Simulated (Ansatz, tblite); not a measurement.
Cost and result up the ladder for S-phenylphenoxathiinium tetracyanoborate (C₂₂H₁₃BN₄OS) (42 atoms). Charge 0, multiplicity 1. Geometry: PBE-D4/def2-SVP.

Ansatz on 2 threads of AMD EPYC 7R13 on a shared host and a share (18 GiB) of an NVIDIA H100 80GB HBM3; xTB runs through tblite on one thread. Times are rough, summed over both states, and most runs start from the orbitals of an earlier one. PBE0-D4/def2-TZVP serves as the yardstick here, not as an exact answer. The other state is a triplet.

The xTB rows come from tblite. Single mean-field runs in def2-TZVP are fitted with def2-universal-jkfit.

xTB has no spin-polarisation term.

```
                          level  functions  wall time
                       GFN2-xTB        134      0.3 s
                       GFN1-xTB        147      0.3 s
 PBE-D4/def2-TZVP (with forces)        983       62 s
PBE0-D4/def2-TZVP (with forces)        983       72 s
```

(1) Estimate what each level gives for the vertical triplet (eV).

## Answers

(1) 
```tsv
level	vertical triplet (eV)	difference from PBE0-D4/def2-TZVP (eV)
GFN2-xTB	3.03	-0.69
GFN1-xTB	3.20	-0.52
PBE-D4/def2-TZVP (with forces)	3.39	-0.34
PBE0-D4/def2-TZVP (with forces)	3.72	0.00
```
